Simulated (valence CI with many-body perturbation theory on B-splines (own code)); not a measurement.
## Fe19+ in three bases

Calculated by valence CI with perturbative core correlation (CI+MBPT): five valence electrons over a frozen Dirac-Fock core [He], radial functions for each j: 9 s, 9 p, 8 d, 6 f, 3 g, 1 h, with the one-electron correlation potential Σ1, the two-electron term Σ2, the three-electron term Σ3, Breit, model QED; selected CI, second order for the rest (own B-spline code, finite nucleus).

No measured spectrum was set against this ion. As an estimate, levels of excited configurations hold to 0.05 to 0.15 % of their energy, terms of the ground configuration to about 0.5 %. Among the levels kept, up to 2800 cm⁻¹ of a level comes from second order outside the variational space, and about a tenth of that is noise between levels of different J, which matters for small intervals.

The reference run has the lowest level 2s²2p³ ⁴S°_3/2 and an ionisation energy of 1573.09 eV. Its largest variational space holds 20000 state functions.

Changed runs:
A. basis 6 s, 6 p, 5 d, 3 f, 1 g
B. basis 5 s, 5 p, 4 d, 2 f

Excitation energies of the reference run in cm⁻¹, and shifts in cm⁻¹:

| Level | Reference | A | B |
| --- | --- | --- | --- |
| 2s²2p³ ²D°_3/2 | 138896 | +206 | +638 |
| 2s²2p³ ²D°_5/2 | 176402 | +222 | +672 |
| 2s²2p³ ²P°_1/2 | 260715 | +240 | +784 |
| 2s²2p³ ²P°_3/2 | 323666 | +224 | +712 |
| 2s2p⁴ ⁴P_5/2 | 752880 | +66 | +199 |
| 2s2p⁴ ⁴P_3/2 | 820783 | +50 | +173 |
| 2s2p⁴ ⁴P_1/2 | 842674 | +50 | +200 |
| 2s2p⁴ ²D_3/2 | 1043110 | +319 | +1000 |
| 2s2p⁴ ²D_5/2 | 1058870 | +326 | +992 |
| 2s2p⁴ ²S_1/2 | 1196120 | +361 | +1208 |
| 2s2p⁴ ²P_3/2 | 1243310 | +366 | +1157 |
| 2s2p⁴ ²P_1/2 | 1340930 | +339 | +1148 |
| Ionisation energy (eV) | 1573.09 | -0.022 | -0.07 |
